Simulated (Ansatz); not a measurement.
Total energies of Sn(OH)H3 (SnOH₄) from Ansatz at CCSD(T)/def2-TZVPD, gas phase (1 Eh = 27.2114 eV = 2625.5 kJ/mol). The reference geometry is relaxed at PBE0-D4/def2-TZVP.

```
atom   x (Å)   y (Å)   z (Å)
 Sn1  -0.476  -0.109  -0.080
  O2   1.472  -0.230   0.186
  H3   1.887   0.622   0.339
  H4  -0.776   0.867  -1.451
  H5  -1.173   0.579   1.320
  H6  -0.934  -1.728  -0.314
```

```json
{"state": "charge 0 singlet", "geometry": "reference", "energy (Eh)": "-291.17331"}
{"state": "charge -1 doublet", "geometry": "reference", "energy (Eh)": "-291.14476"}
{"state": "free Sn atom (triplet)", "geometry": "–", "energy (Eh)": "-213.60819"}
{"state": "free O atom (triplet)", "geometry": "–", "energy (Eh)": "-74.97828"}
{"state": "free H atom (doublet)", "geometry": "–", "energy (Eh)": "-0.49981"}
```

In the def2 sets Sn takes a core potential; there is no spin–orbit coupling. Correlated methods freeze 5 core orbitals; core or outer-core shells of Sn are correlated, in sets that lack core-valence functions.

Work out the vertical electron affinity, to the doublet.

E(charge 0 singlet) − E(charge -1 doublet) = -291.17331 − (-291.14476) = -0.02855 Eh = -0.78 eV; negative, so the extra electron isn't bound.

What is the binding energy per atom against free atoms?

Atoms: 1 × (-213.60819) + 1 × (-74.97828) + 4 × (-0.49981) = -290.58571 Eh. Binding: -290.58571 − (-291.17331) = 0.58760 Eh = 15.99 eV, or 2.66 eV for each of 6 atoms (no zero-point energy, no counterpoise term).

At CCSD(T)/def2-TZVPD the highest occupied level of the charge -1 doublet lies above zero (up to 1.22 eV). By energy differences it is unbound by 0.78 eV (vertical, against the charge 0 singlet, at CCSD(T)/def2-TZVPD) and held by the finite basis.
